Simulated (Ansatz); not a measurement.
System: sum formula SiBrCl₃, net charge 0, singlet state. 
Coordinates optimised at B3LYP-D3(BJ)/def2-TZVP (Ansatz, a program for electronic structure):
```
Si
Cl 1 2.0344
Cl 1 2.0344 2 109.27
Cl 1 2.0344 2 109.27 3 119.52
Br 1 2.2022 2 109.67 4 120.24
```
Charge 0, spin multiplicity 1.

Basis-set convergence of Hartree-Fock and CCSD correlation energies (hartree) with Ansatz. Correlated levels leave the core frozen unless marked. No spin-orbit coupling. The frozen core is the preceding noble-gas configuration, with the filled d and f shells of earlier blocks. Non-relativistic.

```tsv
basis	functions	E(HF)	E(corr, CCSD)
def2-SVP	104	-4239.20915	-0.64804
def2-TZVPP	216	(withheld)	(withheld)
```

Question: What belongs in the gaps?

Answer: 
- def2-TZVPP, E(HF): -4240.10905
- def2-TZVPP, E(corr, CCSD): -0.89328
